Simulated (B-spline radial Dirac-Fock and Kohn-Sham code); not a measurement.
# K 3p1/2: cross section and angular parameters

System: atomic potassium, [Ar] 4s1; threshold 23.23 eV (orbital energy of the model). The computed values come from a radial atomic solver: Dirac-Hartree-Slater photoionisation with a Latter tail; cross sections with all multipoles, angular parameters from the dipole term and its interference with E2.

The run's input, task.json:

```json
{"items": [{
  "Z": 19,
  "q": 0,
  "cfg": [[1, 0, 2], [2, 0, 2], [2, 1, 6], [3, 0, 2], [3, 1, 6], [4, 0, 1]],
  "A": 39,
  "rrms": 3.4349,
  "do": "xps",
  "hv": [61.3, 73.6, 84.5, 95.3, 150, 158.0, 200, 352.0, 400, 414.0, 485.0, 600, 705.0, 720.0, 727.0, 851.0, 977.0, 1340.0, 1490.0, 1860.0, 1940.0, 2540.0, 4000, 4480.0, 5010.0, 5414.7, 6180.0, 8047.8, 8350.0, 15000],
  "edges": {"K": 3608.4, "L1": 378.6, "L2": 297.3, "L3": 294.6}
}]}
```

Command: `python xray2_run.py task.json out`

For linearly polarised light dσ/dΩ = σ/(4π) [1 + β P₂(cos θ) + (δ + γ cos²θ) sin θ cos φ], with θ from the polarisation vector and φ the angle between the beam and the projection of the electron momentum on the plane normal to the polarisation.

```
hν (eV)    σ (kb)      β       γ       δ
   61.3       357  0.298   0.147  -0.010
   73.6       407  0.800   0.089  -0.009
   84.5       413  1.048   0.051  -0.007
   95.3       400  1.201   0.024  -0.006
    150       269  1.511  -0.021   0.000
    158       251  1.531  -0.021   0.000
    200       177  1.594  -0.011   0.002
    352      61.8  1.621   0.076   0.007
    400      47.0  1.610   0.106   0.008
    414      43.6  1.606   0.114   0.008
    485      30.5  1.583   0.157   0.010
    600      18.4  1.541   0.221   0.013
    705      12.4  1.502   0.273   0.016
    720      11.8  1.497   0.280   0.016
    727      11.5  1.494   0.284   0.016
    851      7.68  1.450   0.338   0.020
    977      5.34  1.407   0.387   0.023
   1340      2.25  1.296   0.507   0.035
   1490      1.66  1.255   0.549   0.039
   1860     0.866  1.165   0.635   0.052
   1940     0.763  1.147   0.652   0.054
   2540         ?      ?       ?       ?
   4000    0.0776  0.824   0.911   0.122
   4480    0.0533  0.773   0.949   0.136
   5010    0.0366  0.725   0.985   0.152
 5414.7    0.0281  0.692   1.010   0.164
   6180    0.0179  0.637   1.052   0.185
 8047.8   0.00710  0.535   1.135   0.232
   8350   0.00623  0.521   1.147   0.239
  15000  0.000743  0.331   1.344   0.375
```

Problem. Give the values at 2540 eV.

Solution. σ = 0.334 kb, β = 1.028, γ = 0.753, δ = 0.075.
